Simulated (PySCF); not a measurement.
C₂H₄F₂Ge, SMILES C=[CH][GeH]([F])[F]. Geometry: PBE-D3(BJ)/def2-SVP. Other conformers were not sampled.

All values below come from PySCF with PBE-D3(BJ)/def2-SVP.

Harmonic wavenumbers (cm⁻¹): 83, 145, 190, 237, 333, 504, 589, 684, 697, 703, 729, 964, 965, 993, 1218, 1361, 1617, 2116, 3060, 3099, 3160. Rotational constants (GHz): 5.007, 2.646, 2.108; symmetry number 1.

Q: Work out the zero-point energy and the ideal-gas rigid-rotor harmonic-oscillator thermochemistry at 298.15 K and 1 atm.

A: ZPE = ½ Σ hcν = ½ × 23445 cm⁻¹ = 33.52 kcal/mol. H − E(el) = 38.31 kcal/mol. Entropy in cal/(mol K): translation 40.69, rotation 26.85, vibration 14.56, total 82.09. G − E(el) = 13.83 kcal/mol. Cp = 24.25 cal/(mol K). Modes under 150 cm⁻¹ make the vibrational entropy uncertain.
